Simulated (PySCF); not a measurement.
Isomers of C8H9F. Computed with TDDFT CAM-B3LYP/def2-SVPD, vertical, gas phase, core orbitals frozen in the response (PySCF 2.14.0, density-fitted response routines). Geometries: PBE0-D3(BJ)/def2-SVP; one conformer of each isolated species. Triplets are in the Tamm–Dancoff approximation.

A. `FCCc1ccccc1`
B. `CC1=C[C@@]2(C=C1)C[C@H]2F`
C. `C12(CC2)C(CF)=CC=C1`
D. `CCc1ccc(F)cc1`

Lowest singlet levels (six at most, fewer where fewer were computed) with oscillator strengths:

1. 257 nm (f 0.055); 203 nm (f 0.199); 198 nm (f 0.005); 185 nm (f 0.006); 175 nm (f 0.044); 175 nm (f 0.025); T1 3.01 eV
2. 229 nm (f 0.001); 203 nm (f 0.018); 177 nm (f 1.141 summed over 2 states); 174 nm (f 0.110); 171 nm (f 0.006); 160 nm (f 0.054); T1 4.06 eV
3. 234 nm (f 0.018); 204 nm (f 0.029); 180 nm (f 0.256); 176 nm (f 0.492); 176 nm (f 0.440); 168 nm (f 0.016); T1 4.04 eV
4. 258 nm (f 0.101); 203 nm (f 0.189); 192 nm (f 0.012); 181 nm (f 0.043); 177 nm (f 0.034); 175 nm (f 0.005)

Problem. Which spectrum belongs to which structure?

Solution. 1 = B, 2 = A, 3 = D, 4 = C.
- A: S1 at 5.42 eV, HOMO→LUMO (33%), HOMO-1→LUMO+1 (26%), HOMO→LUMO+1 (22%); Löwdin shares by element: HOMO carbon 66% or more (atoms not listed hold the other 34%); LUMO (one of a set within 0.03 eV) carbon 67% or more (atoms not listed hold the other 33%); HOMO -8.49 and LUMO 0.62 eV.
- B: S1 at 4.82 eV, HOMO→LUMO (98%); Löwdin shares by element: HOMO carbon 82% or more (atoms not listed hold the other 18%); LUMO carbon 63% or more (atoms not listed hold the other 37%); HOMO -7.51 and LUMO 0.33 eV.
- C: S1 at 4.81 eV, HOMO→LUMO (98%); Löwdin shares by element: HOMO carbon 82% or more (atoms not listed hold the other 18%); LUMO carbon 62% or more (atoms not listed hold the other 38%); HOMO -7.64 and LUMO 0.12 eV.
- D: S1 at 5.29 eV, HOMO→LUMO (74%), HOMO-1→LUMO+1 (23%); Löwdin shares by element: HOMO carbon 50% or more, fluorine 10% (atoms not listed hold the other 40%); LUMO carbon 71% or more (atoms not listed hold the other 29%); HOMO -8.15 and LUMO 0.54 eV; point group Cs.
B and C have S1 within 0.02 eV of each other; their strongest listed levels stand at 6.10 eV (f 0.199) and 6.11 eV (f 0.189).
A and D have S1 within 0.13 eV of each other; their strongest listed levels stand at 7.00 eV (f 1.141) and 7.03 eV (f 0.492).
